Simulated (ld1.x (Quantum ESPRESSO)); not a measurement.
## Transferability test, TM potential for Tm

| Item | Value |
| --- | --- |
| Element | Tm |
| Generator | ld1.x (Quantum ESPRESSO) 7.5 |
| Type | norm-conserving Troullier–Martins (Kleinman–Bylander form) |
| Functional | BP86 |
| Relativity | scalar-relativistic |
| Frozen core | [Xe] |
| Valence charge | 15 |
| Reference configuration | 4f13 5d0 6s2 6p0 |
| Partial waves | 6s (bound): rc 3.00 bohr; 6p (bound, empty): rc 3.55 bohr; 4f (bound): rc 1.10 bohr; 5d (bound, empty): rc 3.20 bohr |
| Local potential | the d channel |
| Core correction | a·sin(br)/r model core inside 1.10 bohr |

Energies are relative to the spin-unpolarised reference configuration 4f13 5d0 6s2 6p0; without spin polarisation the order of configurations can differ from experiment. Not all tests gave a result: 1 of 7 tests not solved or not reliable. Left out of the table: 4f14 5d0 6s0 6p0 (solver errors, printed error -2773 eV).

**Question.** Give the all-electron excitation energy and the error of the potential for: 4f13 5d0 6s1 6p0; 4f13 5d0 6s0 6p0; 4f12 5d0 6s0 6p0; 4f13 5d0 6s0 6p2; 4f13 5d0 6s0 6p1; 4f13 5d1 6s0 6p0.

**Answer.**

```
valence configuration  charge  ΔE all-electron (eV)  error AE − PS (meV)
     4f13 5d0 6s1 6p0      +1                 6.633                  -10
     4f13 5d0 6s0 6p0      +2                18.744                  -80
     4f12 5d0 6s0 6p0      +3                45.255                -1383
     4f13 5d0 6s0 6p2       0                 6.004                  +18
     4f13 5d0 6s0 6p1      +1                10.354                 +119
     4f13 5d1 6s0 6p0      +1                 9.379                  -29
```

Levels in the configuration 4f13 5d0 6s0 6p0:

```
level  all-electron (eV)  pseudo (eV)
   4f            -17.630      -17.677
```

These tests converged, but a pseudo level misses the all-electron one widely, so the file describes the atom poorly there or has found another state: 4f13 5d0 6s0 6p0: empty 6p by 2.6 eV (a node warning on the way); 4f12 5d0 6s0 6p0: 4f by 2.9 eV.

Note: ghost state, extra bound levels that the all-electron valence spectrum of the same l lacks: s at -17.0 eV. A true bound ghost makes a file unfit for plane-wave use.
